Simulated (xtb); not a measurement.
A run for xtb: GFN2-xTB on CH3FOSn (SMILES C[O][Sn][F]), a point of a torsion scan.

```
$ xtb mol.xyz --gfn 2 --opt vtight --chrg 0 --uhf 0 --input xcontrol
7

C     -0.84788328    -0.04650409     0.14111173
O     -0.09350019     1.09924360     0.26892454
Sn    -0.48761435     2.47872180    -1.06423662
F     -1.05263583     1.77890323    -2.76272021
H     -0.71753120    -0.55176852    -0.83232635
H     -1.91870152     0.26764184     0.19746144
H     -0.71068509    -0.74725618     0.99502250
$constrain
  force constant=1.0
  dihedral: 5,1,2,3,60.0
$end
```

The log:

```
[...]
           -------------------------------------------------
          |                Calculation Setup                |
           -------------------------------------------------



molecular fragmentation (1/2 indicates fragments):
1112112
# atoms in fragment 1/2:     5     2
 fragment masses (1/2) :      148.74       20.01
CMA distance (Bohr)    :   3.582
constraining FC (au)   :  1.0000

           -------------------------------------------------
          |                 G F N 2 - x T B                 |
           -------------------------------------------------

        Reference                      10.1021/acs.jctc.8b01176
      * Hamiltonian:
        H0-scaling (s, p, d)           1.850000    2.230000    2.230000
        zeta-weighting                 0.500000
      * Dispersion:
        s8                             2.700000
        a1                             0.520000
        a2                             5.000000
        s9                             5.000000
      * Repulsion:
        kExp                           1.500000    1.000000
        rExp                           1.000000
      * Coulomb:
        alpha                          2.000000
        third order                    shell-resolved
        anisotropic                    true
        a3                             3.000000
        a5                             4.000000
        cn-shift                       1.200000
        cn-exp                         4.000000
        max-rad                        5.000000


          ...................................................
          :                      SETUP                      :
          :.................................................:
          :  # basis functions                  25          :
          :  # atomic orbitals                  24          :
          :  # shells                           12          :
          :  # electrons                        24          :
          :  max. iterations                   250          :
          :  Hamiltonian                  GFN2-xTB          :
          :  restarted?                      false          :
          :  GBSA solvation                  false          :
          :  PC potential                    false          :
          :  electronic temp.          300.0000000     K    :
          :  accuracy                    1.0000000          :
          :  -> integral cutoff          0.2500000E+02      :
          :  -> integral neglect         0.1000000E-07      :
          :  -> SCF convergence          0.1000000E-05 Eh   :
          :  -> wf. convergence          0.1000000E-03 e    :
          :  Broyden damping             0.4000000          :
          :  net charge                          0          :
          :  unpaired electrons                  0          :
          ...................................................

 iter      E             dE          RMSdq      gap      omega  full diag
   1    -13.6183192 -0.136183E+02  0.215E+01    1.40       0.0  T
   2    -14.1886582 -0.570339E+00  0.188E+01    7.78       1.0  T
   3    -14.5649662 -0.376308E+00  0.783E+00    5.55       1.0  T
   4    -14.6629947 -0.980285E-01  0.107E+01    3.23       1.0  T
   5    -14.5100088  0.152986E+00  0.122E+01    6.42       1.0  T
   6    -14.6573229 -0.147314E+00  0.352E+00    4.81       1.0  T
   7    -14.6765454 -0.192225E-01  0.194E+00    4.49       1.0  T
   8    -14.6891194 -0.125740E-01  0.465E-01    4.09       1.0  T
   9    -14.6894733 -0.353931E-03  0.263E-01    3.96       1.0  T
  10    -14.6895032 -0.299302E-04  0.206E-01    3.97       1.0  T
  11    -14.6895955 -0.922368E-04  0.445E-02    4.00       1.0  T
  12    -14.6895995 -0.401741E-05  0.127E-02    4.01       3.0  T
  13    -14.6895994  0.708989E-07  0.105E-02    4.01       3.6  T
  14    -14.6895997 -0.310984E-06  0.180E-03    4.01      21.0  T
  15    -14.6895997 -0.848544E-08  0.256E-04    4.01     147.5  T
  16    -14.6895997 -0.167303E-09  0.305E-05    4.01    1239.6  T

   *** convergence criteria satisfied after 16 iterations ***

         #    Occupation            Energy/Eh            Energy/eV
      -------------------------------------------------------------
         1        2.0000           -0.8891081             -24.1939
       ...           ...                  ...                  ...
         6        2.0000           -0.5214332             -14.1889
         7        2.0000           -0.5209997             -14.1771
         8        2.0000           -0.4788370             -13.0298
         9        2.0000           -0.4771813             -12.9848
        10        2.0000           -0.4627350             -12.5917
        11        2.0000           -0.4154039             -11.3037
        12        2.0000           -0.4031256             -10.9696 (HOMO)
        13                         -0.2558103              -6.9610 (LUMO)
        14                         -0.1960624              -5.3351
        15      
[...]
    16                         -0.1700414              -4.6271
        17                         -0.1402218              -3.8156
       ...                                ...                  ...
        24                          0.3220842               8.7644
      -------------------------------------------------------------
                  HL-Gap            0.1539717 Eh            4.1898 eV
             Fermi-level           -0.3312273 Eh           -9.0132 eV

 SCC (total)                   0 d,  0 h,  0 min,  0.003 sec
 SCC setup                      ...        0 min,  0.000 sec (  2.295%)
 Dispersion                     ...        0 min,  0.000 sec (  0.711%)
 classical contributions        ...        0 min,  0.000 sec (  0.278%)
 integral evaluation            ...        0 min,  0.001 sec ( 25.401%)
 iterations                     ...        0 min,  0.001 sec ( 31.655%)
 molecular gradient             ...        0 min,  0.001 sec ( 36.268%)
 printout                       ...        0 min,  0.000 sec (  2.968%)

         :::::::::::::::::::::::::::::::::::::::::::::::::::::
         ::                     SUMMARY                     ::
         :::::::::::::::::::::::::::::::::::::::::::::::::::::
         :: total energy             -14.662521472294 Eh    ::
         :: gradient norm              0.000077528733 Eh/a0 ::
         :: HOMO-LUMO gap              4.189782711584 eV    ::
         ::.................................................::
         :: SCC energy               -14.721308992420 Eh    ::
         :: -> isotropic ES            0.023319523276 Eh    ::
         :: -> anisotropic ES          0.009464429146 Eh    ::
         :: -> anisotropic XC         -0.000108112564 Eh    ::
         :: -> dispersion             -0.003264251146 Eh    ::
         :: repulsion energy           0.058787519583 Eh    ::
         :: add. restraining           0.000000000543 Eh    ::
         :: total charge              -0.000000000000 e     ::
         :::::::::::::::::::::::::::::::::::::::::::::::::::::

           -------------------------------------------------
          |                Property Printout                |
           -------------------------------------------------

    * Orbital Energies and Occupations

         #    Occupation            Energy/Eh            Energy/eV
      -------------------------------------------------------------
         1        2.0000           -0.8834003             -24.0385
         2        2.0000           -0.7308369             -19.8871
         3        2.0000           -0.6623796             -18.0243
         4        2.0000           -0.5916011             -16.0983
         5        2.0000           -0.5135973             -13.9757
         6        2.0000           -0.5130424             -13.9606
         7        2.0000           -0.5086320             -13.8406
         8        2.0000           -0.4482014             -12.1962
         9        2.0000           -0.4478521             -12.1867
        10        2.0000           -0.4415734             -12.0158
        11        2.0000           -0.4121917             -11.2163
        12        2.0000           -0.4082131             -11.1080 (HOMO)
        13                         -0.2542414              -6.9183 (LUMO)
        14                         -0.2093430              -5.6965
        15                         -0.1954096              -5.3174
        16                         -0.1700414              -4.6271
        17                         -0.1402218              -3.8156
        18                         -0.1112113              -3.0262
        19                         -0.0248899              -0.6773
        20                          0.1180974               3.2136
        21                          0.1587579               4.3200
        22                          0.2194644               5.9719
        23                          0.2250258               6.1233
        24                          0.3220842               8.7644
      -------------------------------------------------------------
                  HL-Gap            0.1539717 Eh            4.1898 eV
             Fermi-level           -0.3312273 Eh           -9.0132 eV

     #   Z          covCN         q      C6AA      α(0)
     1   6 C        3.626     0.045    20.232     6.480
     2   8 O        1.618    -0.424    21.348     6.236
     3  50 Sn       1.460     0.607   440.883    45.393
     4   9 F        0.689    -0.359    13.031     4.262
     5   1 H        0.924     0.044     2.399     2.422
     6   1 H        0.924     0.044     2.401     2.423
     7   1 H        0.924     0.043     2.406     2.426

 Mol. C6AA /au·bohr⁶  :       1415.979239
 Mol. C8AA /au·bohr⁸  :      94200.426527
 Mol. α(0) /au        :         69.642293


Wiberg/Mayer (AO) data.
largest (>0.10) Wiberg bond orders for each atom

 ---------------------------------------------------------------------------
     #   Z sym  total        # sym  WBO       # sym  WBO       # sym  WBO
 ---------------------------------------------------------------------------
     1   6 C    3.950 --     5 H    0.980     6 H    0.980     7 H    0.979
                             2 O    0.970
     2   8 O    2.252 --     3 Sn   1.231     1 C    0.970
     3  50 Sn   2.414 --     2 O    1.231     4 F    1.116
     4   9 F    1.146 --     3 Sn   1.116
     5   1 H    0.998 --     1 C    0.980
     6   1 H    0.998 --     1 C    0.980
     7   1 H    0.998 --     1 C    0.979
 ---------------------------------------------------------------------------

Topologies differ in total number of bonds
Writing topology from bond orders to xtbtopo.mol

molecular dipole:
                 x           y           z       tot (Debye)
 q only:        0.667       0.424       0.887
   full:        1.112       0.995       1.156       4.798
molecular quadrupole (traceless):
                xx          xy          yy          xz          yz          zz
 q only:       -0.020       5.873      11.085      -6.607       3.937     -11.065
  q+dip:       -1.938       8.639      17.060      -8.327       4.523     -15.122
   full:       -0.533       8.190      18.425     -10.724       5.216     -17.892

           -------------------------------------------------
          |                Geometry Summary                 |
           -------------------------------------------------

      molecular mass/u    :      168.7424788
   center of mass at/Å    :       -0.3195009       2.2306587      -1.1959911
  moments of inertia/u·Å² :        0.6815267E+02   0.2199251E+03   0.2849087E+03
rotational constants/cm⁻¹ :        0.2473510E+00   0.7665169E-01   0.5916854E-01

 * 4 selected distances

     #   Z          #   Z                                           value/Å
     1   6 C        2   8 O                                       1.4108692 (max)
     1   6 C        5   1 H                                       1.0909113 (min)
     1   6 C        6   1 H                                       1.0909363
     1   6 C        7   1 H                                       1.0928152

 * 2 distinct bonds (by element types)

   Z      Z             #   av. dist./Å        max./Å        min./Å
   1 H    6 C           3     1.0915543     1.0928152     1.0909113
   6 C    8 O           1     1.4108692     1.4108692     1.4108692


optimized geometry written to: xtbopt.xyz


           -------------------------------------------------
          | TOTAL ENERGY              -14.662521472294 Eh   |
          | GRADIENT NORM               0.000077528733 Eh/α |
          | HOMO-LUMO GAP               4.189782711584 eV   |
           -------------------------------------------------

------------------------------------------------------------------------
------------------------------------------------------------------------
 total:
 SCF:
 ANC optimizer:
Note: The following floating-point exceptions are signalling: IEEE_DENORMAL
normal termination of xtb
```

The run finished.

Warnings raised: the energy holds the restraint's term.

Cost: very roughly 0.12 core-seconds.
